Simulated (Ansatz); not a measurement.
Frontier orbitals of CH6NNbO2, SMILES `[CH3][Nb]([NH2])(=[O])[OH]`.

Charge 0, multiplicity 1. Correlated methods include outer-core shells of Nb, which these sets cover unevenly. Nb takes the def2 core potential. The structure was optimised at the PBE0-D4/def2-TZVP level. It is one conformer, not always the lowest. Basis def2-TZVPP, the Gaussian-basis code of Ansatz.

| functional | HOMO (eV) | LUMO (eV) |
| --- | --- | --- |
| LC-ωPBE | -10.60 | 1.30 |

**Question.** Give HOMO and LUMO (eV) with LDA (SPW92), PBE, revPBE, BLYP, r2SCAN, B97M-V, PBE0, B3LYP, r2SCANh, r2SCAN0, HSE06 (plane-wave form), BHLYP, CAM-B3LYP, ωB97X-V, ωB97M-V, HF. (An estimate is asked.)

**Answer.** Computed: 
```
             functional    HOMO   LUMO
            LDA (SPW92)   -6.57  -2.15
                    PBE   -6.39  -1.92
                 revPBE   -6.31  -1.83
                   BLYP   -6.27  -1.83
                 r2SCAN   -6.68  -1.76
                 B97M-V   -6.75  -1.71
                   PBE0   -7.76  -1.03
                  B3LYP   -7.53  -1.29
                r2SCANh   -7.19  -1.43
                r2SCAN0   -7.97  -0.93
HSE06 (plane-wave form)   -7.36  -1.41
                  BHLYP   -9.05  -0.02
              CAM-B3LYP   -9.20   0.09
                ωB97X-V  -10.22   1.20
                ωB97M-V  -10.11   0.82
                     HF  -11.09   1.73
```

B3LYP here is the variant with VWN-RPA as its local correlation; programs differ in this. LC-ωPBE has ω = 0.4 bohr⁻¹. Positive LUMOs are unbound and depend on the basis.
